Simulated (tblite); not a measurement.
Species: C8H11 (doublet state).
Geometry (GFN2-xTB, Å), atoms numbered from 1 in this order:
```xyz
19
C8H11 angstrom
C      0.6628   -0.1011   -1.5986
C      1.9089   -0.4594   -1.4470
C      2.3659   -0.1224   -0.0363
C      1.2037    0.7226    0.5317
C     -0.0127    0.4932   -0.4167
C     -1.0312   -0.4559    0.1760
C     -2.0962    0.0714    1.0910
C     -2.4578   -0.4114   -0.2806
H      2.5629   -0.9281   -2.1579
H      3.3078    0.4272   -0.0451
H      2.5140   -1.0442    0.5315
H      1.4748    1.7777    0.5206
H      0.9536    0.4432    1.5538
H     -0.5057    1.4378   -0.6606
H     -0.6190   -1.4312    0.4075
H     -2.3894   -0.5268    1.9405
H     -2.1240    1.1344    1.2797
H     -2.7302    0.3234   -1.0233
H     -2.9982   -1.3412   -0.3738
```

Calculated harmonic vibrations of the isolated species, GFN2-xTB (tblite), most abundant isotopes, no scaling. This tight-binding method is rough: wavenumbers can miss measured ones by several per cent, in bad cases by 10 to 20. One conformer, not necessarily the lowest. Open shells enter through the occupations alone, without spin polarisation, and single modes of such species can be off by tens of per cent.

Harmonic wavenumbers (cm⁻¹): 61.9, 66.2, 170.6, 240.0, 313.0, 401.0, 476.7, 658.8, 721.7, 757.9, 794.2, 814.8, 858.4, 866.6, 936.6, 970.6, 973.4, 991.9, 1013.4, 1043.2, 1066.3, 1070.7, 1076.8, 1090.5, 1108.6, 1152.6, 1156.4, 1162.9, 1192.4, 1226.9, 1243.4, 1255.3, 1266.0, 1300.0, 1394.1, 1442.4, 1460.3, 1480.4, 1492.5, 1711.0, 2943.0, 2947.4, 2979.6, 2998.0, 3008.9, 3041.2, 3085.1, 3086.8, 3088.1, 3106.3, 3138.7.

A = 5035, B = 1383, C = 1203 MHz; mass 107.086 u (most abundant isotopes); point group C1, symmetry number 1; spin multiplicity 2.

Q: What is the zero-point energy?

A: Half the sum of the wavenumbers: 35952 cm⁻¹ = 430.08 kJ/mol.

Q: What is S at 400 K and 1 bar for an ideal gas of classical rigid rotors and harmonic oscillators?

A: Translation 173.25, rotation 120.99, vibration 113.85, spin (R ln 2) 5.76: S = 413.9 J/(mol K).

Q: And Cp and H(400 K) − H(0)?

A: Cp = 176.16 J/(mol K), of which vibrations give 142.90 (their classical limit is 51 R = 424.0); H(400 K) − H(0) = 38.14 kJ/mol without the zero-point energy, 24.84 from vibrations.

Q: How do the functions run with temperature in this model?

A: 
| T (K) | S (J/(mol K)) | Cp (J/(mol K)) | H − H(0) (kJ/mol) | G − H(0) (kJ/mol) | ln q(vib) |
| --- | --- | --- | --- | --- | --- |
| 50 | 239.9 | 47.9 | 1.97 | -10.03 | 0.35 |
| 100 | 277.1 | 60.6 | 4.69 | -23.02 | 1.15 |
| 298.15 | 369.3 | 129.1 | 22.58 | -87.52 | 4.40 |
| 373.15 | 402.0 | 164.1 | 33.58 | -116.44 | 5.73 |
| 500 | 457.7 | 216.7 | 57.85 | -170.98 | 8.15 |
| 750 | 560.4 | 288.9 | 121.79 | -298.49 | 13.27 |
| 1000 | 650.2 | 334.7 | 200.14 | -450.08 | 18.38 |

q(vib) and H(0) count from the zero-point level.

Q: Which modes carry the vibrational entropy at 400 K?

A: 61.9 cm⁻¹: 20.82; 66.2 cm⁻¹: 20.27; 170.6 cm⁻¹: 12.50; 240.0 cm⁻¹: 9.79; 313.0 cm⁻¹: 7.75; 401.0 cm⁻¹: 5.95 J/(mol K); the other 45 give 36.76 together.

Q: Blend soft modes into free rotors: weight 1/[1 + (100 cm⁻¹/ν̃)⁴] for the oscillator and the rest for a rotor with moment μB/(μ + B), μ = h/(8π²ν), B = 10⁻⁴⁴ kg m². What vibrational entropy results?

A: 104.25 J/(mol K) in place of 113.85, which changes −T·S at 400 K by +3.84 kJ/mol.

Hindered rotation and anharmonicity are outside this model. Other conformers, if any are populated, would add a mixing term that is left out. The structure is chiral; the term R ln 2 for an equal mix with its mirror image is left out.
